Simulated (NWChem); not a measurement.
Molecule: CH$_{3}$Cl$_{2}$FSi; SMILES FC[SiH](Cl)Cl

```xyz
8

F     -2.1574    -0.0058    -0.7536
C     -1.7258    -0.0046     0.5693
Si     0.1708     0.0005     0.6382
Cl     0.8904     1.6944    -0.2967
Cl     0.8994    -1.6896    -0.2967
H     -2.1247    -0.8941     1.0764
H     -2.1294     0.8828     1.0764
H      0.6520     0.0018     2.0381
```
Atoms are numbered in this order, from 1.

Level: B3LYP/6-31G* (spherical d) (NWChem), optimised geometry, unscaled harmonic frequencies. 

```json
[
 {"frequency (cm⁻¹)": "58", "IR intensity (km/mol)": "2.7"},
 {"frequency (cm⁻¹)": "120", "IR intensity (km/mol)": "1.3"},
 {"frequency (cm⁻¹)": "186", "IR intensity (km/mol)": "0.0"},
 {"frequency (cm⁻¹)": "189", "IR intensity (km/mol)": "6.6"},
 {"frequency (cm⁻¹)": "394", "IR intensity (km/mol)": "36.2"},
 {"frequency (cm⁻¹)": "490", "IR intensity (km/mol)": "46.5"},
 {"frequency (cm⁻¹)": "571", "IR intensity (km/mol)": "132.3"},
 {"frequency (cm⁻¹)": "642", "IR intensity (km/mol)": "0.3"},
 {"frequency (cm⁻¹)": "751", "IR intensity (km/mol)": "9.5"},
 {"frequency (cm⁻¹)": "844", "IR intensity (km/mol)": "142.3"},
 {"frequency (cm⁻¹)": "865", "IR intensity (km/mol)": "173.4"},
 {"frequency (cm⁻¹)": "1072", "IR intensity (km/mol)": "58.5"},
 {"frequency (cm⁻¹)": "1241", "IR intensity (km/mol)": "5.7"},
 {"frequency (cm⁻¹)": "1343", "IR intensity (km/mol)": "3.8"},
 {"frequency (cm⁻¹)": "1498", "IR intensity (km/mol)": "4.1"},
 {"frequency (cm⁻¹)": "2290", "IR intensity (km/mol)": "118.2"},
 {"frequency (cm⁻¹)": "3030", "IR intensity (km/mol)": "15.9"},
 {"frequency (cm⁻¹)": "3079", "IR intensity (km/mol)": "17.6"}
]
```

The zero-point energy is 26.7 kcal/mol. The thermal correction to the enthalpy at 298.15 K (with zero-point energy) is 31.4 kcal/mol, the heat capacity Cv is 20.9 cal/(mol K) and the entropy at 298.15 K and 1 atm (symmetry number 1) comes out as 84.3 cal/(mol K). The dipole moment is 2.91 D.

Rigid rotor and harmonic oscillator; modes under 100 cm⁻¹ make the entropy uncertain.
